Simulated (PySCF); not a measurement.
Manganese: a sound run and one with changed settings

Sound run: Mn⁺ [Ar] 3d5 4s1, Mn²⁺ [Ar] 3d5. Calculation: PySCF 2.14, in 6-31G* (5s4p2d1f, 34 functions); the non-relativistic Hamiltonian (point nucleus). The sound run starts from symmetry-adapted Hartree-Fock orbitals and uses a fine grid where one is needed.

A second run was set up differently.

```csv
species,method,sound run (hartree),changed run (hartree),converged
Mn⁺,UHF,-1149.50143,-1149.50143,yes
Mn⁺,TPSS,-1150.59080,-1150.61157,yes
Mn⁺,M06-L,-1150.51418,-1150.55184,yes
Mn²⁺,UHF,-1148.96649,-1148.96649,yes
Mn²⁺,TPSS,-1150.02477,-1150.04828,yes
Mn²⁺,M06-L,-1149.97732,-1150.02289,yes
```

Ionisation energy of Mn⁺:

```tsv
method	sound run (eV)	changed run (eV)
UHF	14.557	14.557
TPSS	15.403	15.328
M06-L	14.609	14.393
```

(1) What was changed?
A. minimal basis
B. too few SCF iterations
C. radial grid too coarse
D. level shift left on

## Answers

(1) C. It used radial step 0.5 in ln r (0.13 in the sound run). A coarse radial grid mis-integrates the density and the exchange-correlation energy, with errors of either sign; Hartree-Fock needs no grid.
